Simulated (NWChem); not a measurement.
RbCl; SMILES [Cl][Rb]

Computed with NWChem. Structure relaxed at the PBE0/def2-SVP level. def2 effective core potentials on Rb; no spin-orbit coupling.

Q: Taking PBE/def2-QZVP as the yardstick, which of these has the fewest basis functions while keeping “highest occupied level (eV)” within 0.1 eV of it: PBE/def2-TZVPD; PBE/def2-TZVPP; PBE/def2-SVP; PBE/def2-TZVP; PBE/def2-SVPD?

A: PBE/def2-SVPD.
```csv
level,basis functions,highest occupied level (eV),relative time (rough)
PBE/def2-SVP,42,-4.42,1
PBE/def2-SVPD,54,-4.71,1
PBE/def2-TZVP,70,-4.63,3
PBE/def2-TZVPD,79,-4.69,3
PBE/def2-TZVPP,82,-4.63,3
PBE/def2-QZVP,119,-4.70,10
```

The yardstick is one finite set, not the basis-set limit.
